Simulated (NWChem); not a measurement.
C2H6OSi; SMILES O=CC[SiH3]

```xyz
10

O     -0.4665     2.1116    -0.2183
C      0.1600     1.2862     0.3912
C      0.8021     0.0805    -0.2172
Si    -0.2492    -1.4904     0.0030
H      0.2802     1.3675     1.5049
H      1.7740    -0.1193     0.2645
H      0.9469     0.2448    -1.2967
H     -1.5448    -1.3444    -0.7205
H     -0.5173    -1.7221     1.4545
H      0.5083    -2.6534    -0.5463
```
Atoms are numbered in this order, from 1.

Program: NWChem. Medium grid unless said otherwise, to which SCAN and Minnesota functionals are sensitive. All runs use the structure optimised with PBE0/def2-SVP. Hybrids' shares of exact exchange are those that their runs print; pure functionals count as 0. The functionals differ in more than this share.

```csv
row,share of exact exchange,highest occupied level (eV)
PBE/def2-SVP,0.00,-5.69
BLYP/def2-SVP,0.00,-5.57
B3LYP/def2-SVP,0.20,withheld
PBE0/def2-SVP,0.25,-7.36
M06-2X/def2-SVP,0.54,-8.93
```

Fit a straight line of the last column on the one before it, predict the withheld value, and compare with the run.


1. Means of the 4 shown rows: x = 0.198, y = -6.888. Slope Σ(x − x̄)(y − ȳ)/Σ(x − x̄)² = -1.221/0.1981 = -6.165; intercept -5.670.
2. The shown rows scatter about the line by 0.097 (root mean square); the largest residual is -0.15, at PBE0/def2-SVP.
3. At x = 0.20 (B3LYP/def2-SVP; inside the shown range) the line gives -6.90.
4. The run gives -7.07, -0.17 from the line, 1.8 times the scatter.
